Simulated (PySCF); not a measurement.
# Worked example: oscillator strength and radiative lifetime

Se(Me)(SH) (CH4SSe), SMILES [Se](C)S.

Geometry: PBE0-D3(BJ)/def2-SVP. One conformer was computed; it need not be the lowest.

TDA-PBE0/def2-SVPD (PySCF) puts the first singlet state with f over 0.02 at 6.51 eV (vertical), with the transition dipole (-0.127, 0.356, -0.077) in atomic units.

### Question
Find the oscillator strength, the wavelength and the radiative lifetime that this transition would have in vacuum if emission retraced absorption.

### Answer

|μ|² = 0.1488 au, so |μ| = 0.98 D. ΔE = 6.51/27.211 = 0.2392 hartree. f = (2/3) ΔE |μ|² = 0.024 (the program prints 0.024).
λ = 1239.84/6.51 = 190 nm; ν = 52507 cm⁻¹.
Einstein's coefficient A = 0.6670 ν² f s⁻¹ (ν in cm⁻¹) = 4.4e7 s⁻¹, so τ = 1/A = 23 ns. This state is S6; the lower singlets have f = 0.004, 0.008, 0.011, 0.003, 0.014. The figure is the radiative limit of this one transition; relaxation, internal conversion, crossing to triplets and a medium change what is measured.
